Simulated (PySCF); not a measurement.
CH8N2Si3, SMILES [SiH3]C1=N[Si@@H](N)[SiH2]1.

Coordinates come from a PBE-D3(BJ)/def2-SVP optimisation. The structure was generated by enumeration; whether it is a known compound was not checked. The values are those of a single conformer.

Calculation: PySCF with PBE-D3(BJ)/def2-SVP.

Frequencies are harmonic and unscaled.

Computed harmonic wavenumbers and intensities:
| mode | ν (cm⁻¹) | IR (km/mol) | moving atoms (share of kinetic energy) |
|---|---|---|---|
| 1 | 39 | 0.1 | H 88 % |
| 2 | 76 | 1.7 | N 55 %, H 27 %, Si 16 % |
| 3 | 127 | 1.0 | N 36 %, Si 34 %, H 23 % |
| 4 | 164 | 0.5 | Si 41 %, H 37 %, N 16 % |
| 5 | 217 | 2.3 | H 48 %, C 38 %, Si 10 % |
| 6 | 254 | 19.0 | H 41 %, N 40 %, Si 19 % |
| 7 | 279 | 83.8 | H 83 %, Si 8 % |
| 8 | 322 | 7.9 | Si 70 %, H 15 %, N 9 % |
| 9 | 344 | 74.7 | H 65 %, Si 20 %, N 14 % |
| 10 | 383 | 37.5 | H 37 %, Si 36 %, N 20 % |
| 11 | 444 | 9.3 | Si 63 %, H 19 %, C 10 %, N 8 % |
| 12 | 465 | 5.4 | H 48 %, Si 31 %, N 16 % |
| 13 | 538 | 6.8 | H 91 % |
| 14 | 582 | 19.8 | H 72 %, Si 15 % |
| 15 | 607 | 58.1 | H 55 %, N 21 %, Si 18 % |
| 16 | 641 | 24.0 | H 67 %, N 20 % |
| 17 | 680 | 37.1 | H 49 %, C 33 %, N 10 %, Si 8 % |
| 18 | 707 | 73.9 | H 54 %, N 30 %, Si 15 % |
| 19 | 761 | 104.5 | H 80 %, Si 12 % |
| 20 | 840 | 124.3 | H 72 %, C 23 % |
| 21 | 857 | 68.6 | N 39 %, H 38 %, Si 22 % |
| 22 | 874 | 350.1 | H 79 %, Si 11 % |
| 23 | 900 | 34.3 | H 93 % |
| 24 | 902 | 60.1 | H 78 %, Si 13 % |
| 25 | 905 | 18.5 | H 76 %, Si 13 %, N 8 % |
| 26 | 935 | 58.4 | H 43 %, C 40 %, Si 11 % |
| 27 | 1484 | 47.4 | H 88 %, N 11 % |
| 28 | 1505 | 35.5 | C 54 %, N 44 % |
| 29 | 2100 | 128.7 | H 97 % |
| 30 | 2124 | 68.6 | H 96 % |
| 31 | 2147 | 88.5 | H 98 % |
| 32 | 2154 | 87.8 | H 96 % |
| 33 | 2166 | 119.9 | H 97 % |
| 34 | 2181 | 92.7 | H 96 % |
| 35 | 3501 | 40.6 | H 96 % |
| 36 | 3601 | 33.3 | H 91 %, N 9 % |
